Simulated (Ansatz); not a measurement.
Reaction (hydrogenolysis of the Si–F bond): `F[SiH2]B[SiH3]` + H₂ → `[SiH3]B[SiH3]` + H–F

Gas-phase electronic energies from Ansatz, PBE0-D4/def2-TZVP geometries. CCSD(T)/CBS is the MP2 limit (def2-TZVPP, def2-QZVPP) plus CCSD(T) − MP2 in def2-TZVPP, frozen cores. This one scheme is used for every species. Functionals use def2-TZVPP. B3LYP here is the variant with VWN-RPA as its local correlation; programs differ in this. Each species was taken in one conformer, which may not be the lowest.

Task: Is it downhill or uphill in electronic energy at CCSD(T)/CBS, and by how much? (Best estimate.)

Result: Computed: Uphill: ΔE = +105.9 kJ/mol.

Task: What do these levels give: LDA (SPW92), B3LYP-D4, ωB97X-V, ωB97M-V, B2PLYP, PBE, r2SCANh, BHLYP, LC-ωPBE, CCSD/def2-SVP, CCSD/def2-TZVPP, SCS-MP2/def2-QZVPP? (Estimate.)

Result: Ansatz gave: LDA (SPW92) 99.3, B3LYP-D4 110.7, ωB97X-V 108.7, ωB97M-V 109.7, B2PLYP 110.4, PBE 100.0, r2SCANh 111.0, BHLYP 110.7, LC-ωPBE 102.9, CCSD/def2-SVP 90.8, CCSD/def2-TZVPP 102.8, SCS-MP2/def2-QZVPP 111.4 kJ/mol.

Largest T1 diagnostic among the species: 0.014.

At CCSD(T), def2-SVP lies −14.3 kJ/mol from the extrapolated value and def2-TZVPP −2.5 kJ/mol. From r2SCAN to r2SCAN0 (25 % exact exchange), in def2-TZVPP and without D4, ΔE moves by −4.5 kJ/mol. Leaving LDA and LC-ωPBE aside and taking each functional with its dispersion term where it has one, the values, not all of them listed here, spread over 14.5 kJ/mol, from HSE06-D4 to r2SCAN-D4.
